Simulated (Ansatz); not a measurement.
Cu(PH3)Cl (CuPH3Cl). Charge 0, multiplicity 3. Geometry PBE-D4/def2-TZVP, that of the neutral singlet; atoms count from 1.

```xyz
6

Cu   -0.087    1.289   -0.612
P     0.044   -0.641    0.305
H    -0.793   -0.949    1.412
H     1.276   -1.067    0.871
H    -0.225   -1.803   -0.468
Cl   -0.216    3.171   -1.508
```

At PBE0-D4/def2-TZVP a singlet of charge 0 lies 4.84 eV below the triplet at the same geometry.

Q: Estimate the Mulliken populations from the PBE0/def2-TZVP orbitals of Ansatz.

A: 
| atom | charge (e) | spin (α − β) | d electrons |
| --- | --- | --- | --- |
| Cu1 | 0.38 | 1.17 | 9.37 |
| P2 | -0.28 | 0.52 | – |
| H3 | 0.05 | 0.13 | – |
| H4 | 0.05 | 0.13 | – |
| H5 | 0.12 | -0.01 | – |
| Cl6 | -0.32 | 0.07 | – |
Mulliken values depend strongly on the basis.

Q: Where does the spin sit?

A: Summed by element: Cu 1.17, P 0.52, H 0.24, Cl 0.07, of 2 unpaired in all. Largest on single atoms: Cu1 1.17, P2 0.52, H4 0.13.

Q: And the Mayer bond orders between heavy atoms (over 0.3)?

A: Cu1–P2 1.20 (2.14 Å); Cu1–Cl6 1.00 (2.09 Å).
